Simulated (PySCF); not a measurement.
BCl2, SMILES [B](Cl)Cl, multiplicity 2. The structure is a stationary point at PBE0-D3(BJ)/def2-TZVP. The isomer is the one that the SMILES or the coordinates give; other isomers of the formula were not compared.

Computed equilibrium geometry at PBE0-D3(BJ)/def2-TZVP (PySCF confirms it by a frequency run) as Cartesian coordinates in Å, and its point group:
point group C2v.
```xyz
3

Cl     0.0000    -1.5281     0.1011
B      0.0000     0.0000    -0.6878
Cl     0.0000     1.5281     0.1011
```
Charge 0, spin multiplicity 2.
